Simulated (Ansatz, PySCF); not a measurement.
Energy difference R1 → P1 + P2, each structure at its B3LYP-D3(BJ)/def2-TZVP stationary point, reached from a drawn start (curvature not checked).
P1: CuHO (SMILES [OH][Cu]), charge 0, multiplicity 1.
R1, CuH2O2 (SMILES [OH][Cu][OH]) (charge 0, multiplicity 2, Z-matrix in Å and degrees):
```
Cu
O 1 1.7542
H 2 0.9645 1 116.36
O 1 1.7542 3 158.40 2 -179.94
H 4 0.9645 1 116.36 3 179.89
```
P2, OH (SMILES [OH]) (charge 0, multiplicity 2):
```xyz
2

O      0.00000     0.00000     0.48836
H      0.00000     0.00000    -0.48836
```

| level | reaction energy (kcal/mol) | cost |
|---|---|---|
| HF/def2-TZVPP | 72.58 | - |
| PBE/def2-TZVPP | 78.75 | ×1 |
| PBE-D3(BJ)/def2-TZVPP | 79.31 | ×1 |
| PBE-D4/def2-TZVPP | 79.40 | ×1 |
| BLYP-D3(BJ)/def2-TZVPP | 75.84 | ×1 |
| revPBE/def2-TZVPP | 72.52 | ×1 |
| r2SCAN-D3(BJ)/def2-TZVPP | 78.68 | ×2 |
| PBE0/def2-TZVPP | 68.44 | ×2 |
| BHLYP-D3(BJ)/def2-TZVPP | 64.13 | ×4 |
| BHLYP-D4/def2-TZVPP | 64.10 | ×4 |
| CAM-B3LYP/def2-TZVPP | 68.61 | ×2 |
| CAM-B3LYP-D3(BJ)/def2-TZVPP | 69.09 | ×2 |
| wB97X-V/def2-TZVPP | 67.01 | ×4 |
| wB97M-V/def2-TZVPP | 66.12 | ×5 |
| B2PLYP-D3(BJ)/def2-TZVPP | 52.56 | ×3 |
| B2PLYP-D4/def2-TZVPP | 52.50 | ×3 |
| MP2/def2-QZVPP | 41.94 | - |
| CCSD/def2-QZVPP | 63.08 | - |
| CCSD(T)/def2-TZVPP | 59.21 | ×20 |
| CCSD(T)/def2-QZVPP | 60.74 | ×600* |

P less R. No zero-point or thermal terms; singlets are restricted closed shells; open shells are unrestricted; no spin–orbit coupling. The spin states of the d-block species are the ones drawn and need not be the lowest.

Frozen-core correlation throughout.

Codes used: Ansatz (a first-principles code) with Gaussian orbitals; PySCF for the D3/D4 terms. All values are computed, each at the level named.

Costs are rough ratios of core time to PBE/def2-TZVPP (about 13 s over the structures, on one shared machine); a dash marks a level with no comparable run of its own. A star marks coupled-cluster runs past 200 virtual orbitals, where the program's memory plan changes under this machine's limit, so their costs aren't comparable with smaller runs.
